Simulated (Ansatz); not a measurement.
K⁺ ··· C$_{2}$H$_{4}$

The pair of K⁺ (SMILES [K+], atom 1) and C$_{2}$H$_{4}$ (SMILES C=C, atoms 2–7), both closed shells, in one local arrangement (a lower one may exist), relaxed at PBE0-D4/def2-TZVP:

```xyz
7
angstrom
K -0.0765 -0.0704 -3.0506
C 0.6317 -0.2296 0.4775
C -0.6073 0.2520 0.4925
H 0.8282 -1.2959 0.5348
H 1.4968 0.4263 0.4774
H -0.8022 1.3200 0.5050
H -1.4707 -0.4024 0.5632
```

Ansatz 0.2.0; basis: def2-TZVPPD, with def2-QZVPPD for the basis limit; cores frozen in the correlated methods. The outer core shell of Li, Na, Mg and K is correlated. The def2 sets are not built for correlating such inner shells, so the correlated values are less sure here. B3LYP uses VWN-RPA correlation. Extrapolation: Hartree–Fock as exp(−7.88 √X), correlation as X^−2.97. Interaction energies count from these two fragments, frozen as in the pair, with the counterpoise correction; negative means bound.

Question: What is the interaction energy by CCSD(T) at an estimated basis limit (MP2 extrapolated from triple and quadruple zeta, plus CCSD(T) − MP2 in triple zeta)? (An estimate is asked for; the value comes from the calculation.)

Answer: Computed: -33.9 kJ/mol. Hartree–Fock alone gives -32.8 kJ/mol at the basis limit. It counts from the two fragments frozen as in the pair.

The same quantity by other methods in triple zeta, and each one's difference from that estimate:
```tsv
method	E_int (kJ/mol)	difference
PBE-D4	-43.4	-9.4
revPBE-D4	-49.0	-15.1
BLYP-D4	-49.7	-15.8
r2SCAN-D4	-35.8	-1.9
B97M-V	-33.7	0.2
PBE0-D4	-42.7	-8.8
B3LYP-D4	-47.8	-13.9
HSE06-D4	-42.6	-8.6
wB97X-V	-35.3	-1.4
wB97M-V	-35.5	-1.6
B2PLYP	-33.1	0.8
HF	-32.8	1.1
MP2	-33.7	0.2
CCSD	-32.5	1.4
CCSD(T)	-32.6	1.3
```
Differences are method less estimate.

Basis-set superposition shift (counterpoise-corrected less uncorrected): CCSD(T) 2.2; MP2 2.1; HF 0.3; PBE0-D4 0.5; wB97M-V 0.5 kJ/mol.

T1 diagnostic: at most 0.011.

For scale, one of the runs: CCSD(T)/def2-TZVPPD, 178 basis functions, launched by `ansatz run in.yaml --threads 2 --pin off --events-out ev --progress --plain --max-ram 5222MiB`. Hardware: 2 CPU threads of an Arm Neoverse N1, shared host. Wall time 51 s; peak host memory 1.7 GiB.
